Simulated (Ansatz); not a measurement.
Geometry optimisation, RKS B3LYP-D4/cc-pVDZ (Ansatz 0.2.0).

Input:

```yaml
crystal:
  periodic: [false, false, false]
  atoms:
    - { symbol: Al, position_ang: [0.062097, 0.460112, -0.28779] }
    - { symbol: F, position_ang: [-0.214245, -0.218455, 2.496342] }
    - { symbol: O, position_ang: [1.637866, -0.071357, -0.750759] }
    - { symbol: H, position_ang: [1.797297, -0.887314, -1.23909] }
    - { symbol: H, position_ang: [-1.306347, -0.16868, -0.730983] }
    - { symbol: O, position_ang: [0.041319, 1.956105, 0.648807] }
    - { symbol: H, position_ang: [0.878149, 2.43156, 0.736156] }
    - { symbol: H, position_ang: [-0.222736, 0.710931, 2.443717] }
basis:
  gaussian: { orbitals: cc-pVDZ }
hamiltonian:
  xc: b3lyp
  dispersion: d4
relax:
  f_tol: 0.03
  max_steps: 50
output:
  orbitals: {}
```

Command:

```bash
$ ansatz run input.yaml --threads 1 --pin off --max-ram 2048MiB --backend cpu --events-out ev --progress --plain --runs-dir out
```

Task: Where does it end, and by what steps?

Result: The run converged. The force dipped under the threshold on the way, but the program's further checks kept it going. After 21 steps the energy has fallen by 1.291 eV; H8 moved furthest, 1.28 Å. Parted: F2–H8 (0.93 → 2.59 Å). Joined: Al1–F2 (2.88 → 1.71 Å), O6–H8 (2.20 → 0.97 Å).

```tsv
step	energy less start (eV)	largest force component (eV/Å)	accepted
0	0.0000	0.510	yes
1	-0.1769	0.693	yes
2	-0.3450	0.893	yes
3	-0.4153	1.355	yes
4	-0.4645	0.721	yes
5	-0.4996	0.407	yes
6	-0.5600	0.876	yes
7	-0.6640	2.227	yes
8	-0.8736	1.181	yes
9	-1.1036	1.215	yes
10	-1.1921	0.801	yes
11	-1.1948	1.301	yes
12	-1.2127	0.771	yes
13	-1.2587	0.575	yes
14	-1.2776	0.186	yes
15	-1.2816	0.109	yes
16	-1.2867	0.162	yes
17	-1.2882	0.202	yes
18	-1.2896	0.080	yes
19	-1.2901	0.029	yes
20	-1.2905	0.036	yes
21	-1.2908	0.026	yes
```

```xyz
8
Properties=species:S:1:pos:R:3
Al -0.157 -0.075 0.254
F -0.280 -0.737 1.826
O 1.472 0.100 -0.381
H 1.845 -0.413 -1.105
H -1.418 -0.220 -0.681
O 0.085 1.816 0.912
H 1.011 1.925 0.607
H 0.115 1.818 1.885
```

Whether the end is a true minimum wasn't checked by a vibrational analysis.

The run took 36 s on 1 thread of Intel(R) Xeon(R) 6975P-C (Granite Rapids), with other jobs on the host, peak memory 0.17 GiB.
